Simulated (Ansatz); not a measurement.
Coupled-cluster diagnostics for SnBr2⁺, Ansatz.

Geometry of the doublet (B3LYP-D4/def2-TZVP):

```csv
atom,x (Å),y (Å),z (Å)
Sn1,-1.146,-0.195,0.842
Br2,0.772,1.458,0.165
Br3,0.374,-1.263,-1.008
```

In the def2 sets Sn takes a core potential; there is no spin–orbit coupling. Correlated methods freeze 22 core orbitals; core or outer-core shells of Sn, Br are correlated, in sets that lack core-valence functions. In the doublet, Br2 and Br3 lie 2.99 Å apart (atoms count from 1), so these atoms are partly bonded to each other. The structure comes from a short search, and lower isomers may exist.

Geometry of the charge 1 quartet (B3LYP-D4/def2-TZVP):

```xyz
3

Sn   -0.726    1.184    0.174
Br   -0.519   -1.297    1.030
Br    1.245    0.112   -1.204
```

Q: Estimate the CCSD(T) correlation energy, the shares of MP2 and (T), T1 and the reference's ⟨S²⟩ for: charge 1, doublet, own geometry in def2-SVP; charge 1, quartet, own geometry in def2-SVP; and the rough time on 4 threads of Arm Neoverse V2 on a shared host.

A: 
```csv
state,basis,correlation (eV),MP2 share (%),(T) share (%),T1,⟨S²⟩ (pure),wall time
"charge 1, doublet, own geometry",def2-SVP,-15.246,94.6,2.8,0.011,0.77 (0.75),6 s
"charge 1, quartet, own geometry",def2-SVP,-14.704,92.5,3.0,0.032,3.81 (3.75),7.5 s
```
Customary marks for T1 are 0.02 (closed shells), 0.045 (open shells) and about 0.05 (3d metals). T1 exceeds 0.02 in 1 of 2 rows and 0.045 in 0; the higher it lies, the less the single-reference result can be trusted.
